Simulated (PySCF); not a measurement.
C3H13Si3 (doublet state).
Structure used (GFN2-xTB), in Å, numbered top down from 1:
```xyz
19
C3H13Si3 angstrom
C      2.6709    0.1276    0.2399
C      1.6050   -0.8464    0.5573
Si     0.2543   -1.3373   -0.5966
C     -1.2704   -0.1714   -0.4795
Si    -2.1100   -0.2253    1.2240
Si    -0.8820    1.6029   -1.0352
H      2.6075    1.0007    0.8978
H      2.6100    0.4670   -0.7909
H      3.6600   -0.3091    0.4103
H      1.6367   -1.2451    1.5615
H     -0.1847   -2.7065   -0.2850
H      0.7483   -1.2912   -1.9828
H     -1.9934   -0.5722   -1.1977
H     -2.4895   -1.6013    1.5609
H     -1.2034    0.2848    2.2558
H     -3.3246    0.5982    1.2166
H     -0.2648    1.5953   -2.3666
H      0.0362    2.2447   -0.0905
H     -2.1157    2.3937   -1.1068
```

The hyperfine couplings belong to this conformer and change with its torsions.

The species is `C[CH][SiH2]C([SiH3])[SiH3]` [radical].

Computed, not measured: UKS B3LYP, pcH-1 on C H Si, non-relativistic, mean-field spin-orbit, GIAO in PySCF 2.14.0. Isolated species at its GFN2-xTB geometry (one conformer only). A GFN2-xTB geometry isn't a minimum of the functional, and hyperfine couplings can be far from their values at a DFT geometry. The SCF solution wasn't tested for stability.

(1) Predict the first-order ENDOR lines of H7/H8/H9, H10, H11/H12 and H13 under fast tumbling at B = 332.2 mT (X band).

(2) Which pairs are centred on the nuclear Larmor frequency, and which on half the coupling?

(3) At what field would the lower line of H7/H8/H9 fall to zero frequency?

Answers

(1) For S = 1/2 in fast tumbling each set of equivalent nuclei gives two lines, ν± = |νn ± a/2| to first order, with νn = g_N μN B/h and μN/h = 7.62259 MHz/T.

| nuclei | isotope | g_N | νn (MHz) | a_iso (MHz) | lower line (MHz) | upper line (MHz) |
| --- | --- | --- | --- | --- | --- | --- |
| H7/H8/H9 | 1H | 5.5857 | 14.14 | 79.80 | 25.76 | 54.05 |
| H10 | 1H | 5.5857 | 14.14 | -55.72 | 13.72 | 42.01 |
| H11/H12 | 1H | 5.5857 | 14.14 | 15.50 | 6.39 | 21.89 |
| H13 | 1H | 5.5857 | 14.14 | 5.69 | 11.30 | 16.99 |

(2) Centred on νn, since |a| < 2νn: H11/H12 and H13. Centred on |a|/2 and split by 2νn: H7/H8/H9 and H10.

(3) Where νn = |a|/2, that is B = 39.90 MHz/(5.5857 × 7.62259 MHz/T) = 937 mT, as far as first order holds there.

Nuclei that the bonding pattern makes equivalent are averaged, as if the motion that swaps them (rotation, inversion, ring flip) were fast. The three 1H nuclei of mean +79.8 MHz run from 2.2 to 125.0 MHz in the frozen geometry.

The largest Mulliken spin populations are on C2 (+0.99) and C1 (-0.08). C2 is the only atom above +0.15. The angles at C2 add up to 360.0°, so it is planar; its axial dipolar tensor and the negative coupling of its proton fit spin in a p orbital normal to that plane.
